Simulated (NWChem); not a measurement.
System: silacyclobutane (C3H8Si); SMILES C1C[SiH2]C1

NWChem input:

```
start job
memory heap 200 mb stack 900 mb global 1100 mb
geometry units angstroms noautosym nocenter noautoz
  C     -0.193860     1.339546     0.000000
  C      0.157989     0.415774    -1.198197
  Si    -0.069254    -1.038008     0.000000
  C      0.157989     0.415774     1.198197
  H      0.319738     2.316025     0.000000
  H     -1.276119     1.550264     0.000000
  H      1.217217     0.521340    -1.484969
  H     -0.457230     0.525718    -2.102274
  H     -1.456338    -1.600584     0.000000
  H      0.902113    -2.177955     0.000000
  H      1.217217     0.521340     1.484969
  H     -0.457230     0.525718     2.102274
end
basis spherical
  * library 6-31g*
end
dft
  xc b3lyp
  iterations 150
end
cosmo
  do_cosmo_smd true
  solvent octanol
end
task dft energy
```

All runs use the structure optimised with PBE0/def2-SVP. Solvent: 1-octanol.

Level: B3LYP/6-31G* with SMD (1 M gas to 1 M solution), gas-phase geometry. Reactions with the solvent are ignored.

Q: Give the results of this calculation. (B3LYP/6-31G* (spherical d), SMD on the gas-phase geometry.) Quantities: solvation free energy (kcal/mol); cavity-dispersion-structure term (kcal/mol); dipole in solution (D).

A: 
```yaml
solvation free energy (kcal/mol): -1.4
cavity-dispersion-structure term (kcal/mol): -0.7
dipole in solution (D): 0.78
```
